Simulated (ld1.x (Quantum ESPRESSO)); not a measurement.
Pseudopotential generation for lithium: PAW, PBEsol, scalar-relativistic.

lithium (Li), PAW, made with ld1.x (Quantum ESPRESSO) 7.5 (PBEsol, scalar-relativistic). Core none, reference 1s2 2s0.5 2p0 (charge +0.5). Waves: 1s (bound): rcut 0.90, rcutus 1.05 bohr; 2s (bound): rcut 0.90, rcutus 1.05 bohr; 2p (bound, empty): rcut 3.75, rcutus 4.70 bohr; 2p channel at 4.25 Ry: rcut 3.75, rcutus 4.70 bohr; 3d channel at 0.05 Ry: rcut 3.45, rcutus 4.10 bohr; 3d channel at 0.6 Ry: rcut 3.45, rcutus 4.10 bohr. Local part: all-electron potential smoothed inside 2.40 bohr (lloc = -1). Core correction: none. Augmentation charge: PSQ, inside the norm-conserving radii.

All-electron outer shells of the reference configuration (PBEsol, scalar-relativistic, ld1.x):

| shell | level (eV) | outermost node (bohr) | outermost maximum (bohr) |
| --- | --- | --- | --- |
| 1s | -55.24 | – | 0.36 |
| 2s | -5.25 | 0.83 | 2.97 |
| 2p | -3.27 | – | 3.32 |

**Question.** Does the generator finish with these settings?

**Answer.** Yes, a potential is produced and its reference levels are reproduced.

**Question.** Is the overlap operator S = 1 + Σ q|β⟩⟨β| positive definite (Bessel basis up to 400 Ry)?

**Answer.** No: its lowest eigenvalue is -0.589, in the d channel, so the generalised eigenproblem breaks down once the basis is large enough.

Its largest configuration-test error is 0.0 meV (1s2 2s0 2p0). Test run stopped at test 3 of 4 (negative rho).

The ghost test of this file was not conclusive. Its overlap operator is not positive definite in a basis up to 400 Ry (lowest eigenvalue d -0.59), so the file is unfit for use: the generalised eigenproblem breaks down once the basis is large enough, and its test numbers describe a broken file.
